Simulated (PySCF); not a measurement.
Geometry:
| atom | x (Å) | y (Å) | z (Å) |
| --- | --- | --- | --- |
| C1 | -2.484 | -0.725 | -0.068 |
| C2 | -1.221 | 0.086 | 0.009 |
| C3 | -1.278 | 1.465 | 0.128 |
| C4 | -0.125 | 2.223 | 0.207 |
| C5 | 1.106 | 1.594 | 0.173 |
| C6 | 1.203 | 0.218 | 0.055 |
| C7 | 2.548 | -0.451 | 0.027 |
| C8 | 0.030 | -0.546 | -0.034 |
| N9 | 0.106 | -1.931 | -0.088 |
| H10 | -3.353 | -0.077 | 0.008 |
| H11 | -2.525 | -1.452 | 0.742 |
| H12 | -2.549 | -1.265 | -1.015 |
| H13 | -2.244 | 1.951 | 0.159 |
| H14 | -0.185 | 3.297 | 0.298 |
| H15 | 2.011 | 2.181 | 0.240 |
| H16 | 2.638 | -1.171 | 0.840 |
| H17 | 2.705 | -0.980 | -0.916 |
| H18 | 3.338 | 0.287 | 0.133 |
| H19 | -0.704 | -2.393 | -0.467 |
| H20 | 0.976 | -2.302 | -0.434 |

- GFN2-xTB geometry
- shielding tensors at PBE0/pcSseg-1 (GIAO)
- run in PySCF 2.14.0 with density-fitted response routines
- non-relativistic, one averaged value for each set of equivalent atoms, no solvent, one computed conformer

Referencing at the same level of theory: TMS for ¹³C (σ = 186.93 ppm), ¹H (σ = 31.72 ppm); ¹⁵N (σ = 267.73 ppm) vs NH3.

```
                  atoms  nucleus  count  δ (ppm)
                     C4      ¹³C      1        ?
                    H14       ¹H      1     6.86
                H19/H20       ¹H      2     3.34
                     C8      ¹³C      1        ?
                  C2/C6      ¹³C      2    123.4
                  C1/C7      ¹³C      2     20.2
                     N9      ¹⁵N      1     71.3
H10/H11/H12/H16/H17/H18       ¹H      6     2.23
                  C3/C5      ¹³C      2    134.3
                H13/H15       ¹H      2        ?
```

Task: Fill in the missing shifts.

Result: 
- C8: 148.1 ppm, aromatic carbon bearing nitrogen; an ipso carbon deshielded by its heteroatom
- C4: 122.4 ppm, aromatic CH
- H13/H15: 7.27 ppm, hydrogen on an aromatic CH; the ring current deshields protons in the ring plane

Exchangeable OH/NH protons stand at their gas-phase positions; hydrogen bonding in a real sample shifts them, mostly to higher δ. Shifts are as computed. Against solution values, carbons near 30 ppm lie about +3 ppm off and those near 130 ppm about +5 ppm. Of 1211 compounds with measured shifts, 218 miss one by over three times the rms of a fit or turn the order of signals round; such compounds aren't used in these exercises. Experimental scales use liquid or dissolved standards, which lie at an offset from isolated NH3 (liquid NH3: subtract about 20 ppm).
